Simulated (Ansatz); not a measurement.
Born–Oppenheimer molecular dynamics of BF₂H₂Si (6 atoms, charge 0, multiplicity 2). It starts from a relaxed structure.

All numbers below come from Ansatz, UHF/def2-SVP.

```
ensemble                      : NVE (velocity Verlet)
time step                     : 0.5 fs
steps asked                   : 100
starting velocities drawn for : 1000 K
seed                          : 472500
```

First frame:

```xyz
6
Properties=species:S:1:pos:R:3
B 0.638 0.747 0.457
Si -0.474 -0.555 -0.339
F -2.053 -0.511 -0.512
F -0.041 -1.939 -0.989
H 0.118 1.730 0.893
H 1.812 0.529 0.491
```

Task: How far do the bonds stretch over the last three quarters of this one trajectory? (Pairs bonded in most of those frames.)

Result: 
```tsv
bond	mean (Å)	spread (Å)	shortest	longest
B1–Si2	1.889	0.050	1.84	2.00
B1–H5	1.196	0.044	1.13	1.26
B1–H6	1.202	0.038	1.14	1.26
Si2–F3	1.593	0.056	1.51	1.67
Si2–F4	1.593	0.036	1.54	1.66
```

Mean temperature of the second half: 457 K. The conserved energy stayed within 0.32 meV per atom of its start (net change 0.27 meV per atom), so the integration is sound. A run of 0.05 ps of so small a system gives no equilibrium averages.

The run took 86 s on 1 thread of Arm Neoverse V1, with other jobs on the host, peak memory 0.13 GiB.
